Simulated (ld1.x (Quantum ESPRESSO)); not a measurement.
# What one change does to a pseudopotential (iridium (Ir), TM)

- Element: iridium
- Generator: ld1.x (Quantum ESPRESSO) 7.5
- Type: norm-conserving Troullier–Martins (Kleinman–Bylander form)
- Functional: LDA (PZ)
- Relativity: scalar-relativistic
- Frozen core: [Xe] 4f14
- Valence charge: 9
- Reference configuration: 5d7 6s0.5 6p0 (charge +1.5)
- Partial waves: 6p (bound, empty): rc 2.50 bohr; 5d (bound): rc 1.65 bohr; 6s (bound): rc 2.40 bohr
- Local potential: the s channel
- Core correction: a·sin(br)/r model core inside 0.85 bohr

Change: wave 5d (bound): rc 1.65 bohr becomes 5d (bound): rc 1.04 bohr.

Cutoffs: the cutoffs (Ry, on a coarse ladder) from which the occupation-weighted sum of valence levels, in a spherical-Bessel basis at the reference potential, stays within 10 and 1 mRy of its value at 400 Ry; they do not see the model core or the augmentation charge, which bear on the density cutoff. Errors are all-electron minus pseudo energies relative to the spin-unpolarised reference configuration.

Problem. What does the change do?

Solution. The potential gets harder (40 Ry and 55 Ry → 160 Ry and 260 Ry); the number of tests that count goes from 9 to 8; of the 8 tests that both files solve, the error grows in 1 and shrinks in 1 by more than 15 % and 0.3 meV (median size 6.0 → 9.0 meV); neither file shows a bound ghost at the reference potential, the only one tested. A smaller radius makes the pseudo-wave follow the all-electron one further in, where it bends more sharply, so more plane waves are needed.

| quantity | base | changed |
| --- | --- | --- |
| cutoff, loose | 40 Ry | 160 Ry |
| cutoff, tight | 55 Ry | 260 Ry |
| loose cutoff by channel (10 mRy a level) | d 35 Ry, s 8 Ry | d 140 Ry, s 8 Ry |
| bound ghosts | none | none |
| tests counted (converged, no solver errors) | 9 of 9 | 8 of 9 |
| error for 5d7 6s2 6p0, meV [ΔE -18.11 eV] | -11 | -11 |
| error for 5d7 6s1 6p0, meV [ΔE -7.93 eV] | +0.1 | +0.1 |
| error for 5d7 6s0 6p0, meV [ΔE 9.92 eV] | -6.7 | -6.7 |
| error for 5d8 6s1 6p0, meV [ΔE -18.39 eV] | -45 | -46 |
| error for 5d7 6s0 6p2, meV [ΔE -6.92 eV] | -0.7 | -0.8 |
| error for 5d7 6s0 6p1, meV [ΔE -1.35 eV] | -0.4 | -0.4 |
| error for 5d7 6s0.5 6p0 (spin-polarised), meV [ΔE -1.53 eV] | +21 | +15 |
| error for 5d7 6s2 6p0 (spin-polarised), meV [ΔE -19.27 eV] | -5.3 | -11 |
| s: phases at 2.68 bohr within 0.05 rad from the reference energy up to (Ry; the scan ends near 5) | 1.9 | 1.9 |
| p: phases at 2.68 bohr within 0.05 rad from the reference energy up to (Ry; the scan ends near 5) | 2.1 | 2.1 |
| d: phases at 2.68 bohr within 0.05 rad from the reference energy up to (Ry; the scan ends near 5) | 0.3 | 0.3 |

Changed file: Tests not counted: 5d6 6s0 6p0 (solver errors, printed error -134 meV).
